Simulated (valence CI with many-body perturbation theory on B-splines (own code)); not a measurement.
**E1 line list for Tc37+**

Calculated by configuration interaction combined with many-body perturbation theory (CI+MBPT): four valence electrons over a frozen Dirac-Fock core [He], a basis of 11 s, 11 p, 10 d, 8 f, 5 g, 2 h functions for each j, with the one-electron correlation potential Σ1 (screened to all orders), the two-electron term Σ2, the three-electron term Σ3, Breit, model QED; selected single and double excitations, second order for the rest, scaled by the run's own slope (own B-spline code, finite nucleus).

No measured spectrum was set against this ion. As an estimate, large intervals hold to a few tenths of a per cent, small ones and those within an open d or f shell to about a per cent. Among the levels kept, up to 1000 cm⁻¹ of a level comes from second order outside the variational space, and about a tenth of that is noise between levels of different J, which matters for small intervals.

Lines 1 to 50 of 546 in falling wavelength, among levels below 3669.2 eV, chosen from the strongest by gf and those to the six lowest levels. Wavelengths and rates use the calculated energies. Electric multipoles are in the length gauge, E1 and E2 with the static RPA response of the core. Weak lines are less certain than strong ones. Lines between different terms over intervals too small for the method are left out, as are lines whose strength nearly cancels. Where a level lies close to another of its J and parity, the split of strength between their lines is uncertain. The highest levels of a list are the least certain.

Levels are named by their leading jj configuration (3d3/2^4 stands for four electrons in 3d with j = 3/2), which in mixed levels can hold well under half, so a name can repeat and another be missing. Letters in brackets count levels of one name in rising energy.

```tsv
λ vac (Å)	Upper	Lower	A (s⁻¹)	S (a.u.) with core polarisation	S without
345.9	(2p1/2 2p3/2^2 3p1/2) J=3	(2p1/2 2p3/2^2 3s) J=2 [b]	6.71e+08	9.59e-02	9.60e-02
308.9	(2p1/2 2p3/2^2 3p1/2) J=3	(2p1/2 2p3/2^2 3s) J=3	1.04e+09	1.06e-01	1.06e-01
298.3	(2p1/2^2 2p3/2 3p1/2) J=2	(2p1/2^2 2p3/2 3s) J=2	1.33e+09	8.74e-02	8.74e-02
281.7	(2s 2p3/2^2 3p1/2) J=3	(2s 2p3/2^2 3s) J=2	1.40e+09	1.08e-01	1.09e-01
274.4	(2p1/2 2p3/2^2 3p1/2) J=2 [a]	(2p1/2 2p3/2^2 3s) J=2 [a]	1.48e+09	7.56e-02	7.56e-02
270.5	(2s 2p1/2 2p3/2 3p1/2) J=3	(2s 2p1/2 2p3/2 3s) J=3	1.19e+09	8.16e-02	8.17e-02
249.3	(2s 2p3/2^2 3d5/2) J=4 [a]	(2s 2p3/2^2 3p3/2) J=4	1.15e+09	7.88e-02	7.88e-02
247.1	(2s 2p3/2^2 3d5/2) J=4 [a]	(2s 2p3/2^2 3p3/2) J=3 [a]	1.76e+09	1.18e-01	1.18e-01
245.8	(2s 2p1/2 2p3/2 3d5/2) J=4 [a]	(2s 2p1/2 2p3/2 3p3/2) J=3 [a]	3.29e+09	2.17e-01	2.17e-01
244.7	(2s 2p1/2 2p3/2 3d5/2) J=5	(2s 2p1/2 2p3/2 3p3/2) J=4	3.71e+09	2.95e-01	2.95e-01
240.6	(2s 2p3/2^2 3d5/2) J=5	(2s 2p3/2^2 3p3/2) J=4	3.85e+09	2.91e-01	2.91e-01
240.3	(2p1/2^2 2p3/2 3d5/2) J=4	(2p1/2^2 2p3/2 3p3/2) J=3	4.10e+09	2.53e-01	2.53e-01
239.9	(2s 2p1/2 2p3/2 3p1/2) J=2 [a]	(2s 2p1/2 2p3/2 3s) J=2 [a]	2.45e+09	8.33e-02	8.33e-02
238.0	(2s 2p3/2^2 3d5/2) J=3 [c]	(2s 2p3/2^2 3p3/2) J=2 [c]	3.15e+09	1.47e-01	1.47e-01
235.9	(2s 2p3/2^2 3d5/2) J=3 [a]	(2s 2p3/2^2 3p3/2) J=2 [a]	2.28e+09	1.03e-01	1.03e-01
232.2	(2s 2p1/2^2 3d5/2) J=3	(2s 2p1/2^2 3p3/2) J=2	4.33e+09	1.87e-01	1.87e-01
231.5	(2s^2 2p3/2 3p1/2) J=2	(2s^2 2p3/2 3s) J=2	2.62e+09	8.02e-02	8.02e-02
226.9	(2s 2p3/2^2 3d5/2) J=3 [b]	(2s 2p3/2^2 3p3/2) J=2 [b]	3.00e+09	1.21e-01	1.21e-01
226.5	(2s 2p1/2 2p3/2 3d5/2) J=4 [c]	(2s 2p1/2 2p3/2 3p3/2) J=3 [c]	4.58e+09	2.36e-01	2.36e-01
226.0	(2s 2p1/2 2p3/2 3d5/2) J=3 [c]	(2s 2p1/2 2p3/2 3p3/2) J=2 [d]	4.14e+09	1.65e-01	1.65e-01
224.9	(2s 2p1/2 2p3/2 3d5/2) J=3 [b]	(2s 2p1/2 2p3/2 3p3/2) J=2 [c]	3.96e+09	1.55e-01	1.55e-01
223.2	(2s^2 2p3/2 3d5/2) J=4	(2s^2 2p3/2 3p3/2) J=3	4.30e+09	2.12e-01	2.12e-01
222.6	(2s 2p3/2^2 3d5/2) J=4 [b]	(2s 2p3/2^2 3p3/2) J=3 [b]	4.40e+09	2.16e-01	2.16e-01
222.2	(2p1/2^2 2p3/2 3d5/2) J=3	(2p1/2^2 2p3/2 3p3/2) J=2	4.77e+09	1.81e-01	1.81e-01
219.3	(2s^2 2p1/2 3d5/2) J=3	(2s^2 2p1/2 3p3/2) J=2	4.75e+09	1.73e-01	1.73e-01
217.2	(2s 2p3/2^2 3d5/2) J=2 [a]	(2s 2p3/2^2 3p3/2) J=2 [a]	2.53e+09	6.41e-02	6.41e-02
217.0	(2s^2 2p3/2 3d5/2) J=3	(2s^2 2p3/2 3p3/2) J=2	3.55e+09	1.25e-01	1.25e-01
214.5	(2s 2p1/2 2p3/2 3d5/2) J=4 [b]	(2s 2p1/2 2p3/2 3p3/2) J=3 [b]	4.57e+09	2.01e-01	2.01e-01
214.0	(2p1/2 2p3/2^2 3p1/2) J=2 [b]	(2p1/2 2p3/2^2 3s) J=3	4.64e+09	1.12e-01	1.12e-01
212.5	(2p1/2^2 2p3/2 3d5/2) J=2	(2p1/2^2 2p3/2 3p3/2) J=1	3.04e+09	7.19e-02	7.19e-02
209.2	(2s 2p3/2^2 3d3/2) J=4	(2s 2p3/2^2 3p3/2) J=3 [a]	1.76e+09	7.14e-02	7.14e-02
209.0	(2s 2p1/2 2p3/2 3d5/2) J=2 [a]	(2s 2p1/2 2p3/2 3p3/2) J=1 [a]	3.81e+09	8.58e-02	8.58e-02
207.5	(2s^2 2p1/2 3d5/2) J=2	(2s^2 2p1/2 3p3/2) J=1	4.45e+09	9.81e-02	9.81e-02
205.6	(2s 2p1/2 2p3/2 3d5/2) J=2 [b]	(2s 2p1/2 2p3/2 3p3/2) J=2 [b]	2.94e+09	6.31e-02	6.31e-02
205.6	(2s 2p3/2^2 3d5/2) J=2 [b]	(2s 2p3/2^2 3p3/2) J=1 [b]	4.32e+09	9.27e-02	9.27e-02
203.9	(2s 2p1/2 2p3/2 3p1/2) J=2 [b]	(2s 2p1/2 2p3/2 3s) J=3	5.29e+09	1.11e-01	1.11e-01
202.9	(2s 2p1/2^2 3d5/2) J=2	(2s 2p1/2^2 3p3/2) J=1	5.76e+09	1.19e-01	1.19e-01
199.6	(2s 2p1/2 2p3/2 3d5/2) J=3 [a]	(2s 2p1/2 2p3/2 3p3/2) J=2 [b]	3.59e+09	9.86e-02	9.86e-02
198.0	(2s^2 2p3/2 3d5/2) J=2	(2s^2 2p3/2 3p3/2) J=1	2.93e+09	5.62e-02	5.62e-02
192.9	(2s 2p1/2 2p3/2 3d3/2) J=3 [b]	(2s 2p1/2 2p3/2 3p3/2) J=2 [a]	2.54e+09	6.28e-02	6.28e-02
189.7	(2p1/2 2p3/2^2 3p3/2) J=2 [a]	(2p1/2 2p3/2^2 3s) J=1 [a]	3.98e+09	6.71e-02	6.72e-02
182.9	(2s 2p3/2^2 3p3/2) J=3 [a]	(2s 2p3/2^2 3s) J=2	4.56e+09	9.63e-02	9.63e-02
179.1	(2p1/2^2 2p3/2 3p3/2) J=1	(2p1/2^2 2p3/2 3s) J=1	8.75e+09	7.44e-02	7.44e-02
177.7	(2s 2p3/2^2 3p3/2) J=3 [b]	(2s 2p1/2 2p3/2 3d5/2) J=2 [e]	2.83e+09	5.48e-02	5.48e-02
176.7	(2s 2p1/2 2p3/2 3p3/2) J=1 [a]	(2s 2p1/2 2p3/2 3s) J=1 [a]	8.24e+09	6.73e-02	6.73e-02
175.4	(2p1/2 2p3/2^2 3p3/2) J=3 [b]	(2p1/2 2p3/2^2 3s) J=2 [b]	5.66e+09	1.05e-01	1.05e-01
175.2	(2s 2p3/2^2 3p3/2) J=1 [b]	(2s 2p3/2^2 3s) J=0	6.40e+09	5.09e-02	5.09e-02
174.3	(2s 2p3/2^2 3p3/2) J=3 [b]	(2s 2p1/2 2p3/2 3d5/2) J=2 [d]	3.07e+09	5.62e-02	5.62e-02
171.6	(2s 2p1/2 2p3/2 3p3/2) J=2 [b]	(2s 2p1/2 2p3/2 3s) J=2 [b]	8.09e+09	1.01e-01	1.01e-01
169.4	(2s 2p1/2 2p3/2 3d3/2) J=2 [d]	(2s 2p1/2 2p3/2 3p1/2) J=1 [c]	5.00e+09	5.99e-02	5.99e-02
```
